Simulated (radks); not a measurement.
The numbers below are computed, except where a source is named.
Fractional charge and spin in the 6s shell of mercury: the spin-up occupation runs from 0 to 1 and the spin-down occupation from 0 to 1; the fullest corner is Hg, [Xe] 4f14 5d10 6s(up 1, down 1). Level of theory: scalar-relativistic Kohn-Sham, PBE, spin-polarised, spherical densities, finite nucleus; Fermi nuclear charge, rms radius of each element as measured or else 0.836 A^(1/3) + 0.57 fm (a radial shooting solver on a logarithmic mesh with Libxc functionals). Energy (eV) above the fullest corner. The planes named below are the two flat planes that join the four corners, with an edge along up + down = one added electron.

down \ up       0    0.25     0.5    0.75       1
0          29.646  24.075  19.027  14.496  10.474
0.25       24.075  19.083  14.603  10.629   7.152
0.5        19.027  14.603  10.681   7.251   4.305
0.75       14.496  10.629   7.251   4.353   1.925
1          10.474   7.152   4.305   1.925   0.000

Corners above the fullest one (they belong to Hg+ and the next ion): (up 1, down 0) 10.474 eV, (up 0, down 1) 10.474 eV, (up 0, down 0) 29.646 eV. With half an added electron in each spin the energy lies 0.206 eV from the planes (fractional-spin error, the static-correlation error of a stretched bond), and with half an added electron in spin up alone -1.033 eV (fractional-charge error). For a frontier s shell over closed shells the exact functional lies on the planes.
